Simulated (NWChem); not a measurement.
Program: NWChem. System: CH5FSi, charge 0, spin multiplicity 1, at a geometry optimised with PBE0/def2-SVP. The structure started from a generated list of species. Level: CCSD(T)/def2-SVPD, 7 core orbitals frozen.

Part of the output:

```
             Northwest Computational Chemistry Package (NWChem) 7.3.0
             --------------------------------------------------------

                                NWChem Input Module
                                -------------------

 Scaling coordinates for geometry "geometry" by  1.889725989
 (inverse scale =  0.529177249)

 Turning off AUTOSYM since
 SYMMETRY directive was detected!

                             Geometry "geometry" -> ""
                             -------------------------

 Output coordinates in angstroms (scale by  1.889725989 to convert to a.u.)

  No.       Tag          Charge          X              Y              Z
 ---- ---------------- ---------- -------------- -------------- --------------
    1 F                    9.0000    -1.45354100    -0.77113200     0.00000000
    2 C                    6.0000    -0.78934000     0.43811500     0.00000000
    3 Si                  14.0000     1.09020800     0.14604200     0.00000000
    4 H                    1.0000    -1.09543900     1.01968100    -0.88837000
    5 H                    1.0000    -1.09543900     1.01968100     0.88837000
    6 H                    1.0000     1.48232600    -0.62223700     1.21713100
    7 H                    1.0000     1.48232600    -0.62223700    -1.21713100
    8 H                    1.0000     1.78121200     1.47201800     0.00000000

 Effective nuclear repulsion energy (a.u.)     109.5069600358

            Nuclear Dipole moment (a.u.)
            ----------------------------
        X                 Y               Z
 ---------------- ---------------- ----------------
    -0.0000207870    -0.0000075589     0.0000000000

      Symmetry information
      --------------------

 Group name             Cs
 Group number              2
 Group order               2
 No. of unique centers     6

      Symmetry unique atoms

     1    2    3    4    6    8


 Summary of "ao basis" -> "" (spherical)
 ------------------------------------------------------------------------------
       Tag                 Description            Shells   Functions and Types
 ---------------- ------------------------------  ------  ---------------------
 *                         def2-svpd                  on all atoms

 Summary of "ao basis" -> "ao basis" (spherical)
 ------------------------------------------------------------------------------
       Tag                 Description            Shells   Functions and Types
[...]
    Number of AO functions :   107
       Number of AO shells :    47
        Use of symmetry is : on
      Symmetry adaption is : on
         Schwarz screening : 0.10D-09

          Correlation Information
          -----------------------
          Calculation type : Coupled-cluster singles & doubles w/ perturbation
   Perturbative correction : (T)
            Max iterations :      100
        Residual threshold : 0.10D-05
     T(0) DIIS level shift : 0.00D+00
     L(0) DIIS level shift : 0.00D+00
     T(1) DIIS level shift : 0.00D+00
     L(1) DIIS level shift : 0.00D+00
     T(R) DIIS level shift : 0.00D+00
     T(I) DIIS level shift : 0.00D+00
   CC-T/L Amplitude update :  5-th order DIIS
                I/O scheme : Global Array Library
        L-threshold :  0.10D-05
        EOM-threshold :  0.10D-05
 no EOMCCSD initial starts read in
 TCE RESTART OPTIONS
 SLICE:      F
 D4D5:       F
 quantumc:   F
 qrotation:  F
 pwtce:      F
 qducc:      F
 nacto:                         0
 nrotv:                         0
 nrot:                          0

            Memory Information
            ------------------
          Available GA space size is     249025351 doubles
          Available MA space size is     104853716 doubles

 Maximum block size supplied by input
 Maximum block size        24 doubles

 tile_dim =     19

 -------------------------------------------------
   1    alpha     a'     7 doubles       0       1
   2    alpha     a"     3 doubles       7       2
   3    beta      a'     7 doubles      10       1
   4    beta      a"     3 doubles      17       2
   5    alpha     a'    18 doubles      20       5
   6    alpha     a'    19 doubles      38       6
   7    alpha     a'    19 doubles      57       7
   8    alpha     a"    17 doubles      76       8
   9    alpha     a"    17 doubles      93       9
  10    beta      a'    18 doubles     110       5
  11    beta      a'    19 doubles     128       6
  12    beta      a'    19 doubles     147       7
  13    beta      a"    17 doubles     166       8
  14    beta      a"    17 doubles     183       9

 Global array virtual files algorithm will be used

 Parallel file system coherency ......... OK

 4-electron integrals stored in orbital form

 v2    file size   =          9717897
 4-index algorithm nr.  13 is used
 imaxsize =       30
 imaxsize ichop =        0


CCSD iterations
 ---------------------------------------------------------
 Iter          Residuum       Correlation     Cpu    Wall
 ---------------------------------------------------------
    1   0.1764928721620  -0.4511464119361     0.9     0.9
    2   0.0477233098787  -0.4792909799123     0.8     0.8
    3   0.0163625147139  -0.4889875614622     0.8     0.8
    4   0.0065183137080  -0.4911152725527     0.8     0.8
    5   0.0027083714604  -0.4920220799335     0.8     0.8
    6   0.0007759589697  -0.4924147762827     0.8     0.8
    7   0.0003460675805  -0.4924849795171     0.8     0.8
    8   0.0001779952714  -0.4924892400102     0.8     0.8
    9   0.0000977714937  -0.4924913410534     0.8     0.8
   10   0.0000539646350  -0.4924941375396     0.8     0.8
   11   0.0000128709340  -0.4924949473816     0.8     0.8
   12   0.0000064559020  -0.4924965473925     0.8     0.8
   13   0.0000035488398  -0.4924966801981     0.8     0.8
   14   0.0000021234567  -0.4924967755779     0.8     0.8
   15   0.0000012610875  -0.4924967800391     0.8     0.8
   16   0.0000002790702  -0.4924967860922     0.8     0.8
 -----------------------------------------------------------------
 Iterations converged
 CCSD correlation energy / hartree =        -0.492496786092174
 CCSD total energy / hartree       =      -429.431282506219475

 Singles contributions

 Doubles contributions
 CCSD(T)
 Using plain CCSD(T) code
             total no. of tasks          295
 total no. of tasks / no. procs          295
                         wl_min       132651           7.1
                         wl_max      2352637          11.5
        thresh for no. of tasks          295

 CCSD[T]  correction energy / hartree =        -0.013682627891567
 CCSD[T] correlation energy / hartree =        -0.506179413983741
 CCSD[T] total energy / hartree       =      -429.444965134111044
 CCSD(T)  correction energy / hartree =        -0.012611465642505
 CCSD(T) correlation energy / hartree =        -0.505108251734679
 CCSD(T) total energy / hartree       =      -429.443893971861996

 Task  times  cpu:       56.4s     wall:       56.4s

 Total times  cpu:       56.4s     wall:       56.4s
```

Question: Write an NWChem input that would produce this output.

Answer: One answer among several that fit: 
```
start mol
memory heap 100 mb stack 700 mb global 1900 mb
geometry units angstroms nocenter noautoz
  F     -1.453541    -0.771132     0.000000
  C     -0.789340     0.438115     0.000000
  Si     1.090208     0.146042     0.000000
  H     -1.095439     1.019681    -0.888370
  H     -1.095439     1.019681     0.888370
  H      1.482326    -0.622237     1.217131
  H      1.482326    -0.622237    -1.217131
  H      1.781212     1.472018     0.000000
  symmetry group Cs
end
basis spherical
  * library def2-svpd
end
scf
  rhf
  nopen 0
  maxiter 100
  thresh 1e-7
  semidirect memsize 60000000 filesize 0
end
tce
  freeze core 7
  ccsd(t)
  2eorb
  2emet 13
  thresh 1e-6
  maxiter 100
  tilesize 24
end
task tce energy
```
